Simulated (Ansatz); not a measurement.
```yaml
crystal:
  periodic: [false, false, false]
  atoms:
    - {symbol: N, position_ang: [-0.482722, 0.361151, -1.577223]}
    - {symbol: W, position_ang: [-0.079142, -0.016252, 0.083145]}
    - {symbol: N, position_ang: [1.646474, -0.121975, 0.353691]}
    - {symbol: O, position_ang: [-0.828917, -1.708544, 0.524818]}
    - {symbol: O, position_ang: [-0.783869, 1.377184, 1.170668]}
    - {symbol: H, position_ang: [-0.308849, 0.584806, -2.543484]}
    - {symbol: H, position_ang: [2.623452, -0.109247, 0.110256]}
    - {symbol: H, position_ang: [-1.517683, -2.085537, -0.026479]}
    - {symbol: H, position_ang: [-0.268744, 1.718414, 1.904598]}
basis:
  gaussian: {orbitals: def2-SVPD, fitting: {mean_field: cc-pVTZ-jkfit}}
total_charge: -1
magnetization: {spin_polarized: true, initial_magnetization: 1}
hamiltonian: {xc: {name: B97}}
scf: {lower_state_search: off}
```

```sh
$ ansatz run in.yaml --threads 4 --pin off --events-out ev --progress --plain --max-ram 10444MiB
```

Question: How does Ansatz answer? (Best estimate.)

Answer: The calculation gave: The program refused the input.
```
Functional definition: B97
Error: <dir> the basis set cc-pVTZ-JKFIT has no functions for W
```
